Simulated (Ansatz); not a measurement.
The inner images of a band of AsBFH5Si (9 atoms, charge 0, multiplicity 1) are given out of order.

The calculation used Ansatz 0.2.0, RKS CAM-B3LYP/def2-SVP.

Image 0:

```xyz
9
Properties=species:S:1:pos:R:3
B -0.714 1.018 0.755
Si 0.839 0.464 -0.331
F 2.275 0.627 0.421
As 0.402 -1.870 -0.553
H -1.777 1.205 0.219
H -0.664 1.017 1.958
H 0.993 1.035 -1.694
H -0.780 -1.607 -1.477
H -0.485 -1.935 0.685
```

Image 6:

```xyz
9
Properties=species:S:1:pos:R:3
B -0.746 1.322 0.906
Si 0.486 0.376 -0.345
F 1.962 0.141 0.310
As -0.502 -1.701 -0.939
H -1.823 1.685 0.503
H -0.480 1.507 2.066
H 0.696 1.131 -1.612
H 0.847 -2.250 -1.378
H -0.350 -2.258 0.470
```

Question: Put them in order from the first end to the last, with their energies above the first end.
A.
```xyz
9
Properties=species:S:1:pos:R:3
B -0.783 1.363 0.855
Si 0.530 0.382 -0.267
F 1.981 0.170 0.449
As -0.586 -1.711 -0.555
H -1.750 1.833 0.309
H -0.733 1.390 2.057
H 0.794 0.983 -1.602
H 0.296 -2.100 -1.727
H 0.341 -2.355 0.464
```
B.
```xyz
9
Properties=species:S:1:pos:R:3
B -0.735 0.903 0.627
Si 0.917 0.631 -0.337
F 2.347 0.621 0.438
As 0.249 -1.683 -0.579
H -1.709 1.125 -0.044
H -0.837 0.673 1.802
H 1.179 1.173 -1.692
H -1.171 -1.520 -1.088
H -0.152 -1.970 0.856
```
C.
```xyz
9
Properties=species:S:1:pos:R:3
B -0.768 0.720 0.604
Si 0.906 0.818 -0.261
F 2.353 0.566 0.415
As -0.834 -1.370 0.067
H -1.658 1.190 -0.063
H -0.831 0.704 1.805
H 1.197 1.015 -1.704
H -0.685 -1.600 -1.419
H 0.409 -2.089 0.539
```
D.
```xyz
9
Properties=species:S:1:pos:R:3
B -0.788 1.215 0.746
Si 0.713 0.516 -0.260
F 2.143 0.303 0.488
As -0.613 -1.523 -0.135
H -1.768 1.535 0.122
H -0.857 1.082 1.940
H 1.014 0.913 -1.655
H -0.384 -1.830 -1.603
H 0.628 -2.256 0.340
```
E.
```xyz
9
Properties=species:S:1:pos:R:3
B -0.746 0.642 0.570
Si 0.995 0.880 -0.290
F 2.447 0.730 0.411
As -0.193 -1.236 -0.266
H -1.618 1.158 -0.092
H -0.840 0.617 1.771
H 1.259 1.239 -1.706
H -1.184 -1.816 -1.224
H -0.033 -2.260 0.810
```

Answer: B (+9.1 kJ/mol), E (+48.3 kJ/mol), C (+20.1 kJ/mol), D (+17.5 kJ/mol), A (+7.6 kJ/mol).

Time of the run: 5.6 min on 2 threads of AMD EPYC 9R14 (Zen 4), with other jobs on the host, peak memory 0.28 GiB.
